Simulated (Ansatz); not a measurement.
Program: Ansatz. Geometries: PBE0-D4/def2-TZVP. ΔE: electronic, gas phase. CCSD(T)/CBS adds triple-zeta CCSD(T) − MP2 to the extrapolated MP2 energy (def2 sets, frozen cores). This one scheme is used for every species. DFT in def2-TZVPP. B3LYP here is the variant with VWN-RPA as its local correlation; programs differ in this. HSE06 is defined as in plane-wave codes. One conformer a species, not always the lowest.

`C=N[SiH](S)S` + H₂ → `S[SiH2]S` + `C=N`  (hydrogenolysis of the Si–N bond)

```csv
level,ΔE (kcal/mol),difference from CCSD(T)/CBS
PBE-D4,6.9,0.6
BLYP-D4,8.3,2.0
r2SCAN-D4,7.6,1.3
B97M-V,6.3,0.0
B3LYP-D4,7.1,0.8
ωB97M-V,6.3,0.0
r2SCANh,6.5,0.2
HSE06,4.1,-2.2
LC-ωPBE,4.0,-2.3
CCSD/CBS(def2),5.0,-1.3
CCSD(T)/CBS,6.3,0
```

Largest T1 diagnostic among the species: 0.013.

At CCSD(T), def2-SVP lies −3.3 kcal/mol from the extrapolated value and def2-TZVPP −0.7 kcal/mol. In def2-TZVPP, CCSD(T) changes the Hartree–Fock value by +4.3 kcal/mol (the triples alone add +1.3 kcal/mol) and MP2 by +7.0 kcal/mol.
